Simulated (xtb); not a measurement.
Be(Et)(SeH) (C₂H₆BeSe), SMILES C[CH2][Be][SeH]. All values are semi-empirical tight-binding results from xtb (GFN2-xTB unless named), good for trends rather than for accurate numbers. Coordinates come from a GFN2-xTB optimisation. The structure was generated by enumeration; whether it is a known compound was not checked. The values are those of a single conformer.

Optimised geometry:

```xyz
10

Be    -0.0478    -0.6029    -0.2534
C     -0.5778    -1.7667    -1.4196
C     -1.9661    -1.5373    -2.0527
H     -0.5996    -2.7785    -1.0001
H      0.1249    -1.8636    -2.2550
H     -2.0083    -0.5837    -2.5727
H     -2.7479    -1.5436    -1.2978
H     -2.1881    -2.3238    -2.7740
Se     0.6535     0.9052     0.8677
H      0.6534     0.5520     2.2435
```

For metal compounds this method's bond lengths and energies can be far off.

Task: Estimate the properties. (An estimate is asked for; the answer gives what the named calculation found.)

Result: 
```yaml
orbital_gap: 4.13 eV
zero_point_energy: 44.7 kcal/mol
G − E(el) at 298.15 K (modified RRHO): 24.2 kcal/mol
```

Computed atomic charges and the Wiberg bond orders between heavy atoms:
charges (e) Be1 0.55, C2 -0.23, C3 -0.10, H4 0.03, H5 0.04, H6 0.02, H7 0.02, H8 0.03, Se9 -0.58, H10 0.21. Bond orders Be1–C2 1.00, C2–C3 1.00, Be1–Se9 0.98.
